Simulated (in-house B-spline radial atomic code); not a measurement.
Ga³⁺ is squeezed into an impenetrable sphere of radius R (the orbitals vanish at R). No spin polarisation. Level of theory: non-relativistic LDA VWN5, spherical fractional occupations, point nucleus; calculated with an all-electron radial atomic-structure program (B-spline basis).

Energies in eV above the free ion in [Ar] 3d10:

```csv
R (bohr),highest level (eV),[Ar] 3d10,-dE/dV in [Ar] 3d10 (GPa)
7.5,-53.2,0,1.04e-06
6.96,-53.2,0,8.23e-06
4.94,-53.2,0.001521,0.0183
4.12,-53.2,0.02416,0.407
3.44,-52.9,0.2245,5.28
2.84,-51.9,1.536,52.2
2.72,-51.4,2.252,83.5
2.15,-45.7,14.27,886
1.99,-41.9,24.51,1830
1.38,3.08,236.4,43300
```

The highest level is first positive in the row R = 1.38 bohr, pushed up by confinement above the zero of the free ion's potential. Each configuration is held fixed and needn't be the lowest in the sphere.
